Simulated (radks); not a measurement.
Problem. The mean radii <r> (bohr) of the occupied orbitals of an atom or ion are listed with their occupations. All-electron calculation, Dirac Kohn-Sham, PBE, spin-unpolarised, spherical densities, point nucleus. Program: a radial shooting solver on a logarithmic mesh with Libxc functionals.

orbital  occ.      <r>
1s1/2       2  0.02611
2s1/2       2   0.1117
2p1/2       2  0.09403
2p3/2       4  0.09992
3s1/2       2   0.2987
3p1/2       2   0.2887
3p3/2       4   0.3005
3d3/2       4   0.2714
3d5/2       6   0.2751
4s1/2       2   0.6947
4p1/2       2   0.7207
4p3/2       4   0.7481
4d3/2       4   0.8307
4d5/2       6   0.8411
5s1/2       2    1.742
5p1/2       2    2.022
5p3/2       4    2.119
6s1/2       1    5.690

Name the element and its charge. Open shells, if any, fill j = l - 1/2 first.

Solution. Z = 55, caesium, charge 0: Cs in [Xe] 6s1. The 1s radius gives Z: for a bare nucleus <r> = (2 gamma + 1)/(2Z) with gamma = sqrt(1 - (Z/c)^2), 0.02574 bohr for Z = 55, and screening makes it slightly larger (0.02611 here). The occupations add up to 55, and the charge is Z minus that.
